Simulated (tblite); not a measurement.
Start geometry of `CC(C)(C[SiH2][SiH3])N[SiH3]` from a force field or distance geometry (Å):
```
atom  x, y, z in Å
C1    -1.2182   -1.7301   -1.1176
C2    -0.5704   -0.4304   -0.5900
C3    -1.3830    0.7689   -1.0686
C4     0.8809   -0.3792   -1.1605
Si5    1.9895    1.0940   -0.8418
Si6    2.5474    1.3328    1.3650
N7    -0.4713   -0.5031    0.8847
Si8   -1.6969   -0.3877    2.0690
H9    -2.2576   -1.8324   -0.7730
H10   -1.2518   -1.7312   -2.2085
H11   -0.6816   -2.6230   -0.7981
H12   -1.3230    0.8746   -2.1592
H13   -2.4612    0.6606   -0.8234
H14   -1.0529    1.7131   -0.6260
H15    1.4288   -1.2681   -0.8140
H16    0.8166   -0.4847   -2.2323
H17    3.2365    0.8983   -1.6395
H18    1.3509    2.3257   -1.3835
H19    3.0003    0.0325    1.9369
H20    3.6810    2.3011    1.5167
H21    1.4161    1.8529    2.1891
H22    0.0693   -1.3296    1.1384
H23   -2.5934   -1.5436    1.8797
H24   -2.4237    0.8818    1.8769
H25   -1.0436   -0.4692    3.3889
```

What comes out of this run: tblite, GFN2-xTB geometry optimisation, gas phase?

```
atom  x, y, z in Å
C1    -1.1962   -1.8061   -1.1173
C2    -0.5087   -0.5112   -0.6530
C3    -1.3852    0.6796   -1.0277
C4     0.8620   -0.3958   -1.3305
Si5    1.9163    1.1046   -0.7955
Si6    2.2588    1.2865    1.4788
N7    -0.3068   -0.5357    0.7877
Si8   -1.4936   -0.2374    1.9991
H9    -2.1634   -1.9128   -0.6310
H10   -1.3446   -1.7947   -2.1946
H11   -0.5871   -2.6719   -0.8618
H12   -1.4180    0.7920   -2.1090
H13   -2.3986    0.5348   -0.6615
H14   -0.9880    1.5910   -0.5909
H15    1.4278   -1.3082   -1.1202
H16    0.7170   -0.3732   -2.4119
H17    3.1790    0.9246   -1.5379
H18    1.3211    2.3114   -1.3953
H19    2.5508    0.0054    2.1337
H20    3.4379    2.1281    1.7333
H21    1.1551    1.9091    2.2103
H22    0.3593   -1.2584    1.0231
H23   -2.7194   -1.0514    1.9045
H24   -1.8849    1.1714    1.9307
H25   -0.8016   -0.5575    3.2460
```

The energy falls by 0.314 eV over 111 L-BFGS steps, the largest force on an atom goes from 1.01 to 0.009 eV/Å, and the atoms move by 0.273 Å rms after alignment. The bond that changes most is C4–Si5 (sp3 carbon bound to silicon to SiH2 silicon), which lengthens by 0.039 Å. Bonds longer at the end by more than 0.005 Å: 4 of 24; shorter: 16. Among the angles that change most is Si8–N7–H22, from 105.2° to 114.5°. Among the dihedrals that turn most is H22–N7–Si8–H24, from 173° to 150°. Rotational constants go from 1376, 768.3, 570.5 to 1348, 881.9, 622.8 MHz. The orientation of the end geometry is arbitrary; only internal coordinates are fixed.

Its GFN2-xTB frequencies are all real (lowest 19 cm⁻¹). The numbers are those of one conformer.

All values are computed, not measured.
